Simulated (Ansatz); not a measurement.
Relaxation of C$_{2}$H$_{3}$OSi (7 atoms, charge -1, multiplicity 1), to a largest force component of 0.015 eV/Å in at most 40 steps.

Theory: Ansatz 0.2.0, RKS B3LYP-D4/def2-SVP.

```xyz
7
Properties=species:S:1:pos:R:3:forces:R:3
C -1.172 1.313 -0.563 -0.18 -0.26 0.90
Si -0.165 0.038 0.180 -0.08 0.16 -0.30
C 0.716 -1.171 1.042 1.37 -0.57 -1.25
O 1.872 -1.929 0.513 -1.26 0.44 1.33
H -2.232 1.053 -0.726 0.04 -0.10 -0.26
H -1.115 2.306 -0.086 0.20 0.10 -0.17
H 2.096 -1.610 -0.361 -0.09 0.22 -0.25
```

Q: Where does it end, and by what steps?

A: The run converged. Limits of this set-up: an anion without diffuse functions. After 28 steps the energy has fallen by 1.047 eV; H7 moved furthest, 1.56 Å.

| step | energy less start (eV) | largest force component (eV/Å) | accepted |
| --- | --- | --- | --- |
| 0 | 0.0000 | 1.371 | yes |
| 1 | -0.1647 | 1.088 | yes |
| 2 | -0.2751 | 1.072 | yes |
| 3 | -0.3276 | 0.465 | yes |
| 4 | -0.3441 | 1.015 | yes |
| 5 | -0.4190 | 0.342 | yes |
| 6 | -0.4882 | 0.612 | yes |
| 7 | -0.5646 | 0.852 | yes |
| 8 | -0.6457 | 0.821 | yes |
| 9 | -0.7000 | 0.994 | yes |
| 10 | -0.7422 | 0.465 | yes |
| 11 | -0.7501 | 1.326 | yes |
| 12 | -0.8010 | 0.642 | yes |
| 13 | -0.8253 | 0.476 | yes |
| 14 | -0.8570 | 0.348 | yes |
| 15 | -0.8732 | 0.499 | yes |
| 16 | -0.8795 | 0.383 | yes |
| 17 | -0.8955 | 0.269 | yes |
| 18 | -0.9397 | 0.351 | yes |
| 19 | -0.9856 | 0.372 | yes |
| 20 | -1.0170 | 0.618 | yes |
| 21 | -1.0312 | 0.471 | yes |
| 22 | -1.0368 | 0.395 | yes |
| 23 | -1.0435 | 0.303 | yes |
| 24 | -1.0455 | 0.163 | yes |
| 25 | -1.0466 | 0.086 | yes |
| 26 | -1.0468 | 0.054 | yes |
| 27 | -1.0469 | 0.025 | yes |
| 28 | -1.0469 | 0.014 | yes |

```xyz
7
Properties=species:S:1:pos:R:3
C -0.755 0.699 -0.357
Si -1.149 -0.990 0.092
C 0.510 -1.256 1.095
O 1.555 -0.784 0.432
H -1.453 1.323 -0.943
H 0.056 1.313 0.074
H 1.237 -0.305 -0.394
```

Whether the end is a true minimum wasn't checked by a vibrational analysis.

Run time: 76 s on 1 thread of Arm Neoverse V1, on a shared host, peak memory 0.16 GiB.
